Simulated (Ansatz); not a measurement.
# Ligand exchange: AuCl + SiH2(CH3)(OH) → AuOH + SiH2(CH3)Cl

Species: AuCl (gold monochloride), singlet; SiH2(CH3)(OH), singlet; AuOH `[OH][Au]`, singlet; SiH2(CH3)Cl, singlet. The partners trade Cl for OH: Au–Cl and Si–OH bonds give way to Au–OH and Si–Cl.

Shapes, held fixed at every level: PBE0-D4/def2-TZVP. Flexible molecules stand in one conformer, not always the lowest. Programs: Ansatz 0.2.0. The zero-point and thermal change to 298 K, harmonic and unscaled (PBE0-D4/def2-TZVP), is -2.3 kJ/mol.

```json
{"level": "HF/def2-SVP", "kind": "Hartree–Fock", "ΔH(298 K) (kJ/mol)": "+154.0", "less CCSD(T)/def2-TZVPP": "+39.1"}
{"level": "SPW92/def2-TZVPP", "kind": "LDA", "ΔH(298 K) (kJ/mol)": "+104.0", "less CCSD(T)/def2-TZVPP": "-10.9"}
{"level": "r2SCAN-D4/def2-TZVPP", "kind": "meta-GGA", "ΔH(298 K) (kJ/mol)": "+105.7", "less CCSD(T)/def2-TZVPP": "-9.2"}
{"level": "B3LYP-D4/def2-TZVPP", "kind": "global hybrid", "ΔH(298 K) (kJ/mol)": "+113.3", "less CCSD(T)/def2-TZVPP": "-1.6"}
{"level": "r2SCAN0-D4/def2-TZVPP", "kind": "global hybrid", "ΔH(298 K) (kJ/mol)": "+122.1", "less CCSD(T)/def2-TZVPP": "+7.2"}
{"level": "MP2/def2-SVP", "kind": "perturbation theory", "ΔH(298 K) (kJ/mol)": "+102.3", "less CCSD(T)/def2-TZVPP": "-12.6"}
{"level": "CCSD/def2-TZVPP", "kind": "coupled cluster or CI", "ΔH(298 K) (kJ/mol)": "+122.5", "less CCSD(T)/def2-TZVPP": "+7.6"}
{"level": "CCSD(T)/def2-TZVPP", "kind": "coupled cluster or CI", "ΔH(298 K) (kJ/mol)": "+114.9", "less CCSD(T)/def2-TZVPP": "0.0"}
```

The highest level, CCSD(T)/def2-TZVPP, gives ΔH(298 K) = +114.9 kJ/mol; the levels span +102.3 to +154.0. The column of differences is taken from that level and isn't an error. No measured value is set beside it here. T1 is large for AuCl, AuOH, so single-reference values are less sure there. For atoms past krypton def2 sets carry core potentials with scalar relativity. Correlated rows may include outer-core shells of Au, which these sets cover unevenly.
